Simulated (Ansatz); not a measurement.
Energy difference R1 + R2 → P1 + P2, each structure at its B3LYP-D3(BJ)/def2-TZVP stationary point, reached from a drawn start (curvature not checked).
P1: H2O (SMILES O), charge 0, multiplicity 1.
R1, OH (SMILES [OH]) (charge 0, multiplicity 2, Z-matrix in Å and degrees):
```
O
H 1 0.9767
```
R2: C2H6O (SMILES COC), charge 0, multiplicity 1.
P2, C2H5O (SMILES [CH2]OC) (charge 0, multiplicity 2):
```xyz
8

C      0.99145    -0.02570    -0.23832
O     -0.09294     0.75098     0.24883
C     -1.24802     0.07420     0.43704
H      0.73400    -0.49071    -1.19550
H      1.83098     0.65158    -0.37752
H      1.26138    -0.80430     0.48073
H     -1.40385    -0.84913    -0.10945
H     -2.07299     0.69308     0.75418
```

P less R. No zero-point or thermal terms; singlets are restricted closed shells; open shells are unrestricted; no spin–orbit coupling.

Cores are frozen in the correlated methods.

Run with Ansatz (Gaussian basis) for Hartree–Fock, density functionals and correlated methods. All values are computed, each at the level named.

Task: What is the computed reaction energy (revPBE/def2-TZVPP)?

Result: -1.02 eV

Task: What reaction energy does wB97X-V/def2-TZVPP give?

Result: -0.88 eV

Task: Predict the reaction energy from CCSD(T)/cc-pVTZ.

Result: -0.85 eV

Ansatz is an electronic-structure program.
